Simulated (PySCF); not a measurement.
C5H7FO, SMILES C=C[C@@]1(F)OCC1. Coordinates come from a PBE-D3(BJ)/def2-SVP optimisation. The structure was generated by enumeration; whether it is a known compound was not checked. Other conformers were not sampled.

Computed equilibrium geometry at PBE-D3(BJ)/def2-SVP (PySCF confirms it by a frequency run) as Cartesian coordinates in Å (one conformer of several):
```xyz
14

C      2.4949    -0.2884     0.1307
C      1.2724    -0.6397    -0.2960
C      0.0086     0.0817     0.0710
F      0.3148     1.2073     0.8261
C     -1.1743    -0.7013     0.6888
C     -1.9664    -0.1552    -0.5105
O     -0.7682     0.4460    -1.0655
H      2.6275     0.5818     0.7914
H      3.3909    -0.8522    -0.1702
H      1.1223    -1.5056    -0.9627
H     -1.4584    -0.3328     1.6913
H     -1.0397    -1.7986     0.7093
H     -2.7442     0.6041    -0.2756
H     -2.3970    -0.9136    -1.1984
```
